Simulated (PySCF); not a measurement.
# Potential energy of SnI⁺ along the bond

Set-up: PySCF, spin-free X2C with a Gaussian nucleus, basis sets Sn x2c-SVPall, I x2c-SVPall. Energies in eV from Sn⁺ + I in their ground configurations at the same level. State: ¹Σ⁺ (singlet), closed shell.

Curves on a restricted Hartree–Fock reference rise too fast on stretching and do not dissociate correctly.

All columns are RHF. A positive dipole points towards I; it is taken about the centre of mass and depends on that origin.

| R (Å) | E (eV) | μ (D) | Mulliken charge on Sn (basis-dependent) | HOMO (eV) | LUMO (eV) | Mayer bond order | ⟨S²⟩ |
| --- | --- | --- | --- | --- | --- | --- | --- |
| 2.248 | -0.590 | -2.15 | 0.87 | -15.79 | -5.39 | 1.70 | 0.00 |
| 2.353 | -1.424 | -2.96 | 0.94 | -15.86 | -5.55 | 1.63 | 0.00 |
| 2.457 | -1.878 | -3.78 | 0.99 | -15.88 | -5.72 | 1.57 | 0.00 |
| 2.536 | -2.038 | -4.40 | 1.02 | -15.85 | -5.84 | 1.53 | 0.00 |
| 2.614 | -2.085 | -5.01 | 1.05 | -15.59 | -5.95 | 1.50 | 0.00 |
| 2.692 | -2.046 | -5.61 | 1.07 | -15.33 | -6.07 | 1.46 | 0.00 |
| 2.797 | -1.899 | -6.39 | 1.09 | -15.01 | -6.21 | 1.41 | 0.00 |
| 2.928 | -1.612 | -7.32 | 1.11 | -14.65 | -6.38 | 1.36 | 0.00 |
| 3.084 | -1.187 | -8.34 | 1.12 | -14.28 | -6.55 | 1.30 | 0.00 |
| 3.294 | -0.572 | -9.49 | 1.13 | -13.90 | -6.72 | 1.22 | 0.00 |

A fit through these points gives, at Re = 2.614 Å, μ = -5.01 D and dμ/dR = -7.75 D/Å; the reduced mass is 61.65 u.

Question: How strong is the fundamental in the double-harmonic approximation, I = 42.26·(dμ/dR)²/μred km/mol?

Answer: I = 42.26·(-7.75)²/61.65 = 41.2 km/mol at RHF.

Spin–orbit coupling is left out, which matters for elements this heavy, above all for dissociation energies. For an ion De counts to the pair picked by the measured ionisation energies or electron affinities, which need not be the lowest pair at this level. Where the molecule has an RHF reference, its open-shell atoms are computed with UHF. Hartree–Fock leaves out correlation, which carries a large part of most bond energies and some tenths to 1 eV of ionisation energies.
